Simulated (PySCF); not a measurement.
## A survey of ¹⁹F NMR shifts

PySCF calculation with GFN2-xTB geometry and PBE0/pcSseg-1 with gauge-including orbitals; equivalent nuclei averaged, gas phase, no relativistic terms, single conformer.

Shieldings were converted by a linear fit to measured shifts: ¹⁹F (scatter 6.0 ppm rms, 7.0 ppm with the 5 outliers that the fit left out vs CFCl3, solution or neat liquid, with a term for F on sp3 carbon). Occasional misses reach two or three times the rms, and more in compound classes unlike the fitted ones.

Problem. Give the ¹⁹F shifts of `FCSCC(F)(F)F`, `OCC[SiH2]O/C=C\F`.

Solution. 
| compound | environment | δ (ppm) |
| --- | --- | --- |
| [F:1][CH2:2][S:3][CH2:4][C:5]([F:6])([F:7])[F:8] | F6/7/8: fluorine of a CF3 group (×3) | -69.0 |
| [F:1][CH2:2][S:3][CH2:4][C:5]([F:6])([F:7])[F:8] | F1: fluorine on an sp3 carbon | -200.8 |
| OCC[SiH2]O/C=C\F | vinylic fluorine | -178.7 |

Problem. Order these by ¹⁹F shift, lowest first.
A. COC[SiH2]O/C=C\F
B. FC(F)(F)CC#C[SiH2]O[SiH3]
C. FC[SiH]1OCCCO1
D. O=C/C(=C\C(F)(F)F)[SiH2][SiH3]

Solution. C (-279.6 ppm, fluorine on an sp3 carbon), A (-177.8 ppm, vinylic fluorine), B (-65.1 ppm, fluorine of a CF3 group), D (-56.8 ppm, fluorine of a CF3 group).
